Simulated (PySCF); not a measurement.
**Ionisation energy of K by level of theory**

K [Ar] 4s1 (2S) → K+ [Ar] (1S), as a difference of total energies. All numbers are calculated (PySCF 2.14, the spin-free X2C one-electron Hamiltonian (Gaussian nucleus), in x2c-TZVPall (6s4p3d, 33 functions)). The calculations carry no spin-orbit coupling.

```json
{"method": "UHF", "ionisation energy (eV)": "4.023"}
{"method": "MN15", "ionisation energy (eV)": "4.195"}
{"method": "TPSS", "ionisation energy (eV)": "4.259"}
```

**Question.** Which method comes closest to the reference value, and which is furthest?

**Answer.** The reference is 4.341 eV (measured; NIST Atomic Spectra Database, ionization energies). Closest: TPSS (error -0.082 eV); furthest: UHF (error -0.318 eV).
